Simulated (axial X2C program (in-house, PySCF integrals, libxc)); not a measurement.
## Low determinants of SbS at the PBE0 level, without spin–orbit coupling

Computed with an in-house all-electron X2C program for linear molecules (integrals from PySCF). Spin-free means the one-electron spin-free X2C Hamiltonian. Basis: Sb dyall-cv3z [11s12p8d4f1g], S dyall-av3z [9s8p3d2f] (cores contracted in-house); Gaussian nuclei, density fitting, unrestricted open shells. Masses: Sb 120.904 u, S 31.972 u.

Search at 2.270 Å (vertical energies from the lowest determinant):

```csv
ΔE (eV),state,electrons beyond evenly filled partner blocks,"electrons in σ, π, δ, φ"
0.00,"M_S = 1/2, Λ = 1",π+α,30 29 8 0
1.69,"M_S = 3/2, Λ = 1","2 × π+α, π+β, 2 × π-α",30 29 8 0
2.49,"M_S = 3/2, Λ = 0","σα, π+α, π-α",29 30 8 0
2.62,"M_S = 1/2, Λ = 3","2 × π+α, 2 × π+β, π-α",30 29 8 0
2.62,"M_S = 1/2, Λ = 1","π+α, 2 × π+β, 2 × π-α",30 29 8 0
```

Lowest determinant, M_S = 1/2, Λ = 1 (beyond evenly filled blocks: π+α): Re = 2.208 Å, ωe = 505.9 cm⁻¹.

The determinant in row 2 of the search, M_S = 3/2, Λ = 1 (beyond evenly filled blocks: 2 × π+α, π+β, 2 × π-α), was followed along the bond at PBE0; measured from the minimum of the lowest determinant it gives:

Te = 1.473 eV (11882 cm⁻¹), Re = 2.458 Å, ωe = 348.2 cm⁻¹.

The determinant in row 3 of the search, M_S = 3/2, Λ = 0 (beyond evenly filled blocks: σα, π+α, π-α), was followed along the bond at PBE0; measured from the minimum of the lowest determinant it gives:

Te = 2.503 eV (20186 cm⁻¹), Re = 2.341 Å, ωe = 356.1 cm⁻¹.

Compare the bond of the determinant in row 2 with that of the lowest one.

At PBE0 its Re is 0.250 Å longer and its force constant, which goes as ωe², is 0.47 times that of the lowest determinant. T0 ≈ Te + Δωe/2 = 11882 + (-79) = 11803 cm⁻¹.

The search compares states at one distance, so a state with another bond length can lie lower; it is not exhaustive and yields mostly the lowest determinant of each block pattern, so other components and higher states of one pattern are missing. These are energies of single determinants, not of spin-adapted states; PBE0 term energies can be off by some tenths of an eV, and the functional has no current term. Row 1 is spin-contaminated (⟨S²⟩ = 0.76 against 0.75), so its values are not those of a pure state.
